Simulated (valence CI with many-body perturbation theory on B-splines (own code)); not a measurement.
Zn XVIII: input, log and results

Computed by valence CI with perturbative core correlation (CI+MBPT): three valence electrons over a frozen Dirac-Fock core [Ne], radial functions for each j: 11 s, 11 p, 9 d, 7 f, 5 g, 2 h, 1 i, with the one-electron correlation potential Σ1 (screened to all orders), the two-electron term Σ2, the three-electron term Σ3, Breit, model QED; selected single and double excitations, second order for the rest (own B-spline code, finite nucleus).

Command, and the settings that its task file holds:

```sh
python run_cv.py task.json out
```

```
atom Zn  Z=30  mass_number=64  rms_radius_fm=3.9283
core [Ne]
valence 3s2 3p1
avg = 1
basis = L
breit = 1
cap = 40000
capref = 1200
cscale = 1
de = 0.0
dress = 0
eps = 2e-08
h = 0.27
hh = 1
l2 = 3
lcore = 6
maxit = 60
n2 = 5
natural = 1
nlev = 60
nno = [7, 7, 6, 5, 4, 2, 1]
nroot = 26
nsp = [4, 4, 3, 2, 1, 0, 0]
pt2 = 1
qed = 1
rpa = 1
s1 = 1
s2 = 1
s3 = 1
screen = 1
tol = 2e-05
```

(1) Roughly how long does this run take on one core of Arm Neoverse V1, and how much memory?

Log. The first blocks belong to the next ion, which gives the ionisation energy. Fields: 2J, parity (1 odd), roots, reference size, generating configurations, candidates as configurations/state functions, variational space P, stored matrix elements, Davidson steps; e2 is the range of second-order energies in hartree. The first line gives the box (bohr), its intervals, the orbitals and the steps of their self-consistent field. Window is the range of levels sought, series limit the energy at which the first omitted orbital would enter, core excitation an estimate of the first excitation out of the core, left out the lowest levels not solved, and shifts from estimates the range by which levels moved from their first estimate, all in cm⁻¹.

```
rmax 6.4 intervals 61 orbitals 81 references ['3s2 3p', '3s 3p2', '3s2 3d', '3p3', '3s 3p 3d'] scf 4 t 1.1
2J=0 par=0 roots 2 ref 20 generators 4 cand 362/362 P 365/365 nnz 0 it 0
2J=0 par=0 roots 2 ref 20 generators 7 cand 17/17 P 381/381 nnz 0 it 0
   second order: generators 10 cand 1/1 e2 -0.00000 -0.00000
reference levels 683, estimated 125, window 1391214 1/cm; series limit 3949395, core excitation 8534772
2J=1 par=1 roots 7 ref 63 generators 11 cand 3586/5463 P 3746/5661 nnz 4.3e+06 it 4
2J=1 par=1 roots 7 ref 63 generators 16 cand 3848/6102 P 4535/6913 nnz 6.2e+06 it 5
   second order: generators 32 cand 9382/14683 e2 -0.00002 -0.00000
2J=3 par=1 roots 12 ref 100 generators 14 cand 5455/11387 P 3815/8000 nnz 8.6e+06 it 4
2J=3 par=1 roots 12 ref 100 generators 20 cand 5591/12891 P 5461/11715 nnz 1.8e+07 it 6
   second order: generators 37 cand 10939/25425 e2 -0.00002 -0.00000
2J=1 par=0 roots 9 ref 55 generators 12 cand 3582/5481 P 3876/5937 nnz 4.8e+06 it 5
2J=1 par=0 roots 9 ref 55 generators 17 cand 3713/5840 P 4546/7009 nnz 6.5e+06 it 5
   second order: generators 36 cand 10058/15801 e2 -0.00001 -0.00000
2J=3 par=0 roots 13 ref 85 generators 15 cand 5427/11376 P 3755/8000 nnz 8.6e+06 it 6
2J=3 par=0 roots 13 ref 85 generators 22 cand 5613/12867 P 5513/11892 nnz 1.8e+07 it 8
   second order: generators 46 cand 11764/27662 e2 -0.00001 -0.00000
2J=5 par=0 roots 12 ref 83 generators 14 cand 6010/14163 P 3462/8000 nnz 8.8e+06 it 6
2J=5 par=0 roots 12 ref 83 generators 20 cand 6564/17731 P 5692/13670 nnz 2.4e+07 it 9
   second order: generators 45 cand 13695/37441 e2 -0.00003 -0.00000
2J=5 par=1 roots 9 ref 95 generators 12 cand 7546/18633 P 3487/8000 nnz 8.8e+06 it 5
2J=5 par=1 roots 9 ref 95 generators 19 cand 9306/25994 P 5371/12882 nnz 2.2e+07 it 5
   second order: generators 36 cand 11279/32775 e2 -0.00003 -0.00000
2J=7 par=1 roots 5 ref 68 generators 9 cand 7241/19055 P 3378/7999 nnz 9.2e+06 it 5
2J=7 par=1 roots 5 ref 68 generators 14 cand 9119/27655 P 4638/11324 nnz 1.8e+07 it 4
   second order: generators 28 cand 11724/36549 e2 -0.00003 -0.00001
2J=9 par=1 roots 2 ref 34 generators 4 cand 4750/11403 P 2370/5556 nnz 4.9e+06 it 4
2J=9 par=1 roots 2 ref 34 generators 5 cand 3507/8381 P 3323/8113 nnz 1e+07 it 4
   second order: generators 13 cand 5350/14844 e2 -0.00002 -0.00001
2J=7 par=0 roots 7 ref 53 generators 9 cand 7132/18484 P 3279/7997 nnz 9.2e+06 it 8
2J=7 par=0 roots 7 ref 53 generators 15 cand 9093/26545 P 4912/12368 nnz 2.1e+07 it 6
   second order: generators 31 cand 11222/34640 e2 -0.00003 -0.00001
2J=9 par=0 roots 4 ref 27 generators 7 cand 4700/11431 P 2893/6867 nnz 7.9e+06 it 4
2J=9 par=0 roots 4 ref 27 generators 14 cand 5774/16125 P 3869/9301 nnz 1.3e+07 it 5
   second order: generators 29 cand 9842/29799 e2 -0.00004 -0.00001
left out: unestimated 2036244, estimated 1495809, shifts from estimates -7 to 77
operators 0.9
```

The Davidson iterations converged.

No measured spectrum was set against this ion. As an estimate, levels of excited configurations hold to 0.05 to 0.15 % of their energy, terms of the ground configuration to about 0.5 %.

```
Valence energy                            : -75.39799 hartree
Ionisation energy                         : 617.64 eV (NIST: 613.3 ± 2.4 eV (semi-empirical))
Reference configurations for the orbitals : 3s2 3p, 3s 3p2, 3s2 3d, 3p3, 3s 3p 3d
Radial orbitals                           : 81
Box radius                                : 6.367 bohr
Largest variational space                 : 13670
Lowest levels                             : 3s²3p ²P°_1/2 0, 3s²3p ²P°_3/2 39501, 3s3p² ⁴P_1/2 295260, 3s3p² ⁴P_3/2 313110, 3s3p² ⁴P_5/2 331520, 3s3p² ²D_3/2 398420, 3s3p² ²D_5/2 405790, 3s3p² ²S_1/2 472900, 3s3p² ²P_1/2 513690, 3s3p² ²P_3/2 524730, 3s²3d ²D_3/2 609250, 3s²3d ²D_5/2 614250, 3p³ ²D°_3/2 752770, 3p³ ²D°_5/2 765520 cm⁻¹
```

Names give the largest LS component (configuration and term), which can be under half, so a name can repeat, a term be missing and a line seem to break the LS rules; names also repeat where a configuration has a term twice.

Results:

(1) 110 s on 1 thread of Arm Neoverse V1 (shared host), peak memory 0.64 GiB.
